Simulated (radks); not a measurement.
Question: The silicon anion Si4-, [Ar], held by a Watson sphere: a shell of charge +4 at radius R that stands for the Madelung well of a crystal (potential energy -4/R inside, -4/r outside, in hartree with lengths in bohr). Calculated with a radial shooting solver on a logarithmic mesh with Libxc functionals: non-relativistic Kohn-Sham, LB94 model potential, spin-polarised, spherical densities, point nucleus. Response by self-consistent Sternheimer equations with the Hartree and adiabatic LDA kernel. The sphere does not respond.

R (bohr)  e(2p) (eV)  e(3s) (eV)  e(3p) (eV)  <r> 3p (bohr)  sum of <r^2> (bohr^2)  X-ray form factor at sin(theta)/lambda = 0.2 1/angstrom  alpha (bohr^3)
2.09         -105.68     -18.678     -11.647          2.470                  55.72                                                   10.171           37.35
2.15         -105.51     -18.396     -11.480          2.504                  57.06                                                   10.112           39.12
2.17         -105.46     -18.303     -11.424          2.515                  57.51                                                   10.093           39.73
2.23         -105.32     -18.027     -11.257          2.548                  58.87                                                   10.038           41.63
2.8          -104.72     -15.702      -9.716          2.865                  72.66                                                    9.670           65.17
2.86         -104.68     -15.490      -9.562          2.898                  74.18                                                    9.647           68.32
3.94         -104.01     -12.574      -7.206          3.488                  103.6                                                    9.543           156.2
4.05         -103.93     -12.359      -7.009          3.548                  106.8                                                    9.552           169.4

Estimate the row for R = 3.73 bohr.

Answer: e(2p) (eV) -104.17; e(3s) (eV) -13.021; e(3p) (eV) -7.604; <r> 3p (bohr) 3.374; sum of <r^2> (bohr^2) 97.54; X-ray form factor at sin(theta)/lambda = 0.2 1/angstrom 9.531; alpha (bohr^3) 133.5.
